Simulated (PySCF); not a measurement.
**Frontier orbitals and the lowest excitations**

Species: C10H8N2.
Z-matrix (Å and degrees, PBE0-D3(BJ)/def2-SVP geometry), rows numbered from 1:
```
C 
C   1  1.3935
C   2  1.3894  1  118.92
C   3  1.4009  2  118.59  1     0.02
C   4  1.4855  3  120.34  2   180.00
C   5  1.4007  4  120.24  3   179.71
C   6  1.3896  5  118.55  4  -179.97
C   7  1.3933  6  118.94  5    -0.03
C   8  1.3953  7  118.07  6     0.01
N   9  1.3268  8  123.41  7    -0.01
N   4  1.3359  3  122.46  2    -0.04
C  11  1.3271  4  118.55  3     0.04
H   1  1.0919  2  121.48  3  -179.99
H   2  1.0929  1  120.66  3  -179.99
H   3  1.0904  2  122.80  1   179.99
H   6  1.0904  5  118.64  4     0.03
H   7  1.0929  6  120.39  5   179.98
H   8  1.0919  7  121.50  6   179.99
H   9  1.0963  8  120.18  7   179.99
H  12  1.0963  1  120.20  2  -179.99
```

Computed, not measured: PySCF 2.14.0, density-fitted response routines, TDDFT B3LYP/def2-SVPD, vertical, gas phase, core orbitals frozen in the response.

Kohn–Sham orbitals with the atoms that hold most of them (Löwdin shares over 4%, at most four atoms; ? is withheld):

| orbital | ε (eV) | atoms |
| --- | --- | --- |
| HOMO-3 | -7.81 | C3 12%, C6 12%, C12 11%, C9 11% |
| HOMO-2 | -7.48 | N10 30%, N11 30%, C9 6%, C12 6% |
| HOMO-1 | -7.00 | ? |
| HOMO | -6.70 | C8 12%, C1 12%, C6 10%, C3 10% |
| LUMO | ? | ? |
| LUMO+1 | -1.15 | C2 11%, C7 11%, C12 10%, C9 10% |
| LUMO+2 | -0.62 | C6 12%, C3 12%, C9 11%, C12 10% |

Task: Give the leading atoms of the HOMO-1.

Result: N11 (bonded to 2 C) 28%; N10 (bonded to 2 C) 28%; C5 (bonded to 2 C and N) 6%; C4 (bonded to 2 C and N) 6%. By element: nitrogen 55%, carbon 12% or more.

Task: Give the leading atoms of the LUMO.

Result: C4 (bonded to 2 C and N) 12%; C5 (bonded to 2 C and N) 12%; C1 (bonded to 2 C and H) 11%; C8 (bonded to 2 C and H) 11%.

Task: What is the LUMO energy, and the HOMO–LUMO gap?

Result: ε(LUMO) = -1.74 eV; the gap is 4.96 eV (0.1823 hartree).

Task: How does S1 compare with the orbital gap of 4.96 eV?

Result: S1 is at 4.13 eV (f = 0.0014), 0.83 eV below the gap, made of HOMO-1→LUMO (98%). Its leading pair isn't HOMO and LUMO; the energies of that pair differ by 5.26 eV. Without the coupling terms of the response equations the lowest excitation would equal the gap.

Task: One configuration dominates each of S1, S2, S3, S4 and S5. Which, and how do the shares of the two leading atoms of either orbital change from the occupied to the empty one?

Result: 
- S1 (4.13 eV, f 0.0014), HOMO-1→LUMO (98%): N11 28% → at most 11%, N10 28% → at most 11%, C4 6% → 12%, C5 6% → 12%
- S2 (4.57 eV, f 0.0008), HOMO-2→LUMO (84%): N10 30% → at most 11%, N11 30% → at most 11%, C4 at most 6% → 12%, C5 at most 6% → 12%
- S3 (4.59 eV, f 0.467), HOMO→LUMO (92%): C8 12% → 11%, C1 12% → 11%, C4 at most 11% → 12%, C5 at most 11% → 12%
- S4 (4.76 eV, f 0.0000), HOMO-1→LUMO+1 (79%): N11 28% → at most 10%, N10 28% → at most 10%, C2 at most 6% → 11%, C7 at most 6% → 11%
- S5 (4.80 eV, f 0.0000), HOMO→LUMO+1 (80%): C8 12% → at most 10%, C1 12% → at most 10%, C2 at most 11% → 11%, C7 at most 11% → 11%

Löwdin shares depend on the basis, the more so with diffuse functions.

One conformer stands for the species.
